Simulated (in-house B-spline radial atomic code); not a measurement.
A run on an ion of nuclear charge 21 with 21.8 electrons that did not converge. Method: scalar-relativistic (X2C) BHandHLYP, spin-polarised, spherical fractional occupations, Fermi nucleus of rms radius 3.5459 fm; computed with a B-spline radial code for spherical atoms.

Command:
```bash
python run_scf.py task.json out
```
Settings (nuclear radius in fm, mass in u):
```
Z                21
configuration    [Ar] 3d1.8 4s2
hamiltonian      x2c
method           bhandhlyp
spin_polarised   True
nucleus          fermi
rms_radius       3.5459
atomic_mass      44.95591
speed_of_light   137.035999084
```

First and last ten iterations of the last attempt (damped for 15 steps, keeping 80 % of the old Fock matrix, then DIIS):
```
 iter        energy (Eh)    residual
    1        -761.536925    2.92e-01
    2        -762.288747    1.86e-01
    3        -763.138256    1.20e-01
    4        -763.603475    7.56e-02
    5        -763.853572    4.64e-02
    6        -763.986666    2.63e-02
    7        -763.826654    3.15e-02
    8        -763.985306    2.62e-02
    9        -764.053831    1.37e-02
   10        -763.819963    3.33e-02
  111        -763.826999    3.09e-02
  112        -763.826799    3.11e-02
  113        -763.825199    3.13e-02
  114        -763.824773    3.12e-02
  115        -763.825146    3.13e-02
  116        -763.825656    3.12e-02
  117        -763.826730    3.11e-02
  118        -763.817001    3.22e-02
  119        -764.060147    1.25e-02
  120        -763.815771    3.20e-02
 not converged after 120 iterations
```

The smallest residual met was 1.2e-02; the threshold is about 2e-07. No energy from this run should be used. The likely cause: this method binds the added charge weakly or not at all at the basis-set limit, so charge moves back and forth between the atom and the box. Time taken, with all properties: 5 s on 1 thread of Arm Neoverse N1 (shared host).
